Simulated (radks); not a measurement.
Spherical quantum dot in the effective-mass picture: electrons in a parabolic well V = omega^2 r^2 / 2 with omega = 2.71, with a point charge +2 (a donor) at the centre, all in effective atomic units (hartree* = m*/eps^2 hartree, bohr* = eps/m* bohr), one dielectric constant everywhere. Calculated with a radial shooting solver with Libxc functionals: non-relativistic Kohn-Sham, LDA (Slater exchange, Perdew-Wang correlation), spin-polarised, spherical densities. Levels are named by radial order and angular momentum (1s, 1p, 1d, 2s, ...), and open shells are averaged over m.

N = 7, configuration 1s2 1p(up 3, down 2). This is the lowest configuration that the search found. Occupied and some empty levels:

| level | occupation | eigenvalue (hartree*) | <r> (bohr*) |
|---|---|---|---|
| 1s up | 1 | 7.1054 | 0.5949 |
| 1s down | 1 | 7.1671 | 0.5935 |
| 1p up | 3 | 10.406 | 0.9417 |
| 1p down | 2 | 10.477 | 0.9433 |
| 2s up | 0 | 12.062 | 1.022 |
| 2s down | 0 | 12.110 | 1.024 |
| 1d up | 0 | 12.946 | 1.144 |
| 1d down | 0 | 13.008 | 1.146 |
| 1f up | 0 | 15.440 | 1.302 |
| 1f down | 0 | 15.491 | 1.304 |

Energy (hartree*): total 42.0702, kinetic 21.562, external -0.20512, Hartree 26.054, exchange-correlation -5.3409.
